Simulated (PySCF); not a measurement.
## Do core-level shifts follow atomic charges?

C6H11B.
Bonds: C1–C2 (double), C2–B3, B3–C4, C4–C5, C5–C6, C6–C7, C4–C7. Hydrogens: H8, H9 on C1; H10 on C2; H11 on B3; H12 on C4; H13, H14 on C5; H15, H16 on C6; H17, H18 on C7.

Binding energies: delta-SCF UKS SCAN, pcX-2 on the ionised atom, pcseg-1 elsewhere, spin-free X2C (PySCF). Charges: PBE0/pcSseg-1 ground-state density, for the ionised atom.

```json
{"atom": "C4", "environment": "sp3 carbon bound to boron", "C 1s (eV)": "289.68", "Mulliken (e)": "-0.481", "IAO (e)": "-0.247", "Hirshfeld (e)": "-0.096", "ESP (e)": "+0.144"}
{"atom": "C2", "environment": "alkene CH carbon", "C 1s (eV)": "290.01", "Mulliken (e)": "-0.410", "IAO (e)": "-0.268", "Hirshfeld (e)": "-0.118", "ESP (e)": "-0.121"}
{"atom": "C5", "environment": "four-membered-ring carbon", "C 1s (eV)": "290.17", "Mulliken (e)": "-0.200", "IAO (e)": "-0.245", "Hirshfeld (e)": "-0.066", "ESP (e)": "-0.211"}
{"atom": "C6", "environment": "four-membered-ring carbon", "C 1s (eV)": "290.24", "Mulliken (e)": "-0.216", "IAO (e)": "-0.254", "Hirshfeld (e)": "-0.071", "ESP (e)": "-0.017"}
{"atom": "C1", "environment": "terminal =CH2 carbon", "C 1s (eV)": "290.62", "Mulliken (e)": "-0.136", "IAO (e)": "-0.214", "Hirshfeld (e)": "-0.048", "ESP (e)": "-0.328"}
```

**Question.** How well does each charge scheme correlate with the binding energies over these sites?

**Answer.** Mulliken: r = 0.92, slope 2.1 eV per e; Hirshfeld: r = 0.76, slope 9.5 eV per e; IAO: r = 0.64, slope 11.0 eV per e; ESP: r = -0.86, slope -1.6 eV per e. Mulliken charges have the highest r, on only 5 points.

**Question.** The point-charge model writes a binding energy as kq + V + constant, with V the potential of the other atoms' charges at the site. What does it give with the ESP charges?

**Answer.** V = Σ 14.40 eV Å × q/r over all other atoms: -1.88 eV at C4, +0.32 eV at C2, +2.43 eV at C5, -0.57 eV at C6, +3.84 eV at C1. Fitting binding energy − V to q gives k = 10.8 eV per e and leaves an rms residual of 0.45 eV, against 0.16 eV for the fit on q alone. The model has no term for differences in relaxation between sites.

One conformer (not necessarily the lowest) at the PBE0-D3(BJ)/def2-SVP geometry, without solvent, vibrations or thermal averaging.

The values belong to the conformer `[CH2:1]=[CH:2][BH:3][CH:4]1[CH2:5][CH2:6][CH2:7]1`: C1–C2–B3–C4 178°, C2–B3–C4–C5 134°.
